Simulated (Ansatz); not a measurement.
## A relaxation, step by step

Si$_{2}$NH$_{10}$F, singlet, PBE0-D4/def2-TZVP (Ansatz 0.2.0). Settings:

```yaml
hamiltonian: {xc: pbe0, dispersion: d4}
relax: {f_tol: 0.005, max_steps: 200}
```

Start, a step off a saddle point along its unstable mode:

```json
{"atom": "Si1", "x (Å)": "-0.3804", "y (Å)": "-1.3325", "z (Å)": "0.6301"}
{"atom": "H2", "x (Å)": "0.6522", "y (Å)": "0.0009", "z (Å)": "1.2001"}
{"atom": "H3", "x (Å)": "-1.0481", "y (Å)": "-2.6186", "z (Å)": "0.1729"}
{"atom": "H4", "x (Å)": "-0.5307", "y (Å)": "-1.5159", "z (Å)": "2.1306"}
{"atom": "Si5", "x (Å)": "-1.7937", "y (Å)": "0.3796", "z (Å)": "-0.1456"}
{"atom": "H6", "x (Å)": "1.7689", "y (Å)": "0.0266", "z (Å)": "-1.1069"}
{"atom": "F7", "x (Å)": "0.9406", "y (Å)": "-1.6363", "z (Å)": "-0.3615"}
{"atom": "H8", "x (Å)": "1.1589", "y (Å)": "0.4591", "z (Å)": "0.4675"}
{"atom": "N9", "x (Å)": "1.7147", "y (Å)": "0.9251", "z (Å)": "-0.5335"}
{"atom": "H10", "x (Å)": "-2.0520", "y (Å)": "1.4020", "z (Å)": "0.8737"}
{"atom": "H11", "x (Å)": "-1.1145", "y (Å)": "1.1010", "z (Å)": "-1.2458"}
{"atom": "H12", "x (Å)": "-3.1196", "y (Å)": "-0.0562", "z (Å)": "-0.7032"}
{"atom": "H13", "x (Å)": "1.1356", "y (Å)": "1.6309", "z (Å)": "-1.0016"}
{"atom": "H14", "x (Å)": "2.6680", "y (Å)": "1.2343", "z (Å)": "-0.3769"}
```

```tsv
step	energy less the last (meV)	largest force component (eV/Å)
1	1458.2	1.855
3	1272.3	0.848
5	940.8	1.529
7	471.9	0.906
9	209.6	0.508
11	147.7	0.196
13	132.3	0.061
15	127.3	0.182
17	113.8	0.489
19	93.3	0.633
21	22.7	0.161
23	11.1	0.367
25	3.2	0.208
27 (rejected trial)	5.0	0.419
29	0.5	0.012
31	0.2	0.029
33	0.0	0.006
35	0.0	0.005
37	0.0	0.002
38	0.0	0.002
```

Step 25, positions (Å) and forces (eV/Å):

```tsv
atom	x	y	z	Fx	Fy	Fz
Si1	-0.456	-1.653	0.104	-0.008	0.014	-0.006
H2	1.017	1.647	2.665	0.093	0.134	0.208
H3	-1.363	-2.805	0.371	0.002	-0.005	0.003
H4	0.394	-1.453	1.304	0.004	0.000	0.011
Si5	-1.652	0.272	-0.480	-0.002	-0.002	-0.009
H6	1.797	-0.080	-1.295	0.011	-0.016	-0.018
F7	0.489	-2.144	-1.109	0.007	0.003	-0.005
H8	0.775	1.255	2.086	-0.095	-0.131	-0.198
N9	1.411	0.613	-0.666	0.047	0.034	0.052
H10	-1.365	1.386	0.460	0.000	-0.004	0.001
H11	-1.321	0.691	-1.868	-0.003	-0.006	0.002
H12	-3.120	0.008	-0.433	-0.001	0.006	0.002
H13	1.289	1.469	-1.192	0.008	-0.012	0.017
H14	2.103	0.793	0.054	-0.063	-0.014	-0.062
```

Last step (38):

Si1  (-0.449, -1.650, 0.099)
H2  (1.100, 1.622, 2.708)
H3  (-1.347, -2.807, 0.378)
H4  (0.398, -1.433, 1.300)
Si5  (-1.653, 0.263, -0.500)
H6  (1.777, -0.046, -1.366)
F7  (0.501, -2.149, -1.107)
H8  (0.703, 1.346, 2.138)
N9  (1.397, 0.601, -0.685)
H10  (-1.349, 1.392, 0.419)
H11  (-1.344, 0.658, -1.900)
H12  (-3.122, 0.008, -0.422)
H13  (1.318, 1.507, -1.130)
H14  (2.070, 0.688, 0.067)
(Å)

Hardware: 8 CPU threads of an Arm Neoverse V2, shared host. Wall time about 53 s.
